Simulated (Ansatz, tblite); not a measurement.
Cost and result up the ladder for Cd10H28S10 (48 atoms). Charge 0, multiplicity 1. Geometry: r2SCAN-D4/def2-SVP.

Cartesian coordinates in Å:
```
Cd 2.978 -2.516 -3.591
Cd -1.700 -5.499 0.119
Cd -0.410 -0.700 4.022
Cd 3.286 2.257 -2.223
Cd 1.617 1.655 4.663
Cd 0.732 -0.407 0.014
Cd -2.442 -0.495 -2.751
Cd -3.281 0.341 0.523
Cd -0.763 3.508 0.198
Cd -2.219 3.614 2.991
S 0.127 -2.949 -0.433
S 2.713 -0.220 -1.705
S 0.199 -1.368 -4.314
S 1.757 -0.158 2.316
S -2.906 -2.631 1.025
S -2.329 0.881 2.878
S 3.290 3.110 0.474
S 0.788 2.746 -3.230
S 0.429 3.060 2.754
S -1.144 1.004 -0.728
H 3.965 -1.867 -4.780
H 2.115 -3.528 -2.507
H -2.320 -5.328 -1.437
H -1.132 -5.879 1.653
H 0.183 0.611 5.179
H -0.900 -2.321 3.992
H 4.582 3.055 -2.954
H 3.109 2.168 5.249
H -2.052 -2.007 -1.969
H -3.117 0.616 -3.814
H -4.877 0.206 -0.016
H 0.398 4.281 -0.775
H -2.972 4.415 4.266
H -2.341 3.737 1.092
H 1.049 -3.170 -1.467
H -0.939 -2.503 -1.283
H 3.746 -0.508 -0.880
H -0.436 -2.552 -4.469
H 0.140 -1.080 -5.635
H 2.352 -1.367 2.445
H -2.946 -2.718 2.376
H -4.235 -2.829 0.871
H -3.366 0.586 3.696
H 2.790 2.054 1.171
H 4.571 2.702 0.640
H 0.838 1.741 -4.139
H -0.009 2.016 -2.362
H 1.083 4.240 2.854
```

Ansatz on 4 threads of AMD EPYC 7R13 on a shared host and a share (37 GiB) of an NVIDIA H100 80GB HBM3; xTB runs through tblite on one thread. Times are rough, summed over both states, and most runs start from the orbitals of an earlier one. PBE0-D4/def2-TZVP serves as the yardstick here, not as an exact answer. The other state is a doublet.

In the def2 sets Cd takes a core potential; there is no spin–orbit coupling. The xTB rows come from tblite. Single mean-field runs in def2-TZVP are fitted with def2-universal-jkfit. HOMO above LUMO, or a gap near zero within one spin, warns that the state may not be the lowest or that an electron is smeared out.

Raw xTB energies of ions are shifted by several eV.

| level | functions | wall time |
| --- | --- | --- |
| GFN2-xTB | 158 | 0.45 s |
| GFN1-xTB | 186 | 0.49 s |
| PBE-D4/def2-TZVP (with forces) | 938 | 35 s |
| PBE0-D4/def2-TZVP | 938 | 46 s |

Problem. Estimate what each level gives for the vertical IE (eV).

Solution. 
| level | vertical IE (eV) | difference from PBE0-D4/def2-TZVP (eV) | remarks |
| --- | --- | --- | --- |
| GFN2-xTB | 11.79 | 3.61 | – |
| GFN1-xTB | 11.08 | 2.90 | – |
| PBE-D4/def2-TZVP (with forces) | 7.55 | -0.64 | gap within one spin near zero (+1 doublet) |
| PBE0-D4/def2-TZVP | 8.18 | 0.00 | – |
